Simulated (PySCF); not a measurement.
# V: excitation energy

V [Ar] 3d3 4s2 (4F) → V [Ar] 3d5 (6S), as a difference of total energies. Calculation: PySCF 2.14, in ANO-RCC-VTZP (6s5p3d2f1g, 59 functions); the spin-free X2C one-electron Hamiltonian (Gaussian nucleus). Correlated levels: valence: [Ar] frozen. The calculations carry no spin-orbit coupling.

```
           method  excitation energy (eV)
              UHF                   3.791
    MP2 (valence)                   2.715
SCS-MP2 (valence)                   4.158
   CCSD (valence)                   3.017
CCSD(T) (valence)                   2.946
```

Question: How much does correlation contribute at CCSD(T) (valence)?

Answer: 2.946 − (3.791) = -0.845 eV, measured against UHF.

A first-order spin-orbit estimate (lowest level to lowest level, LS coupling) adds 0.049 eV.
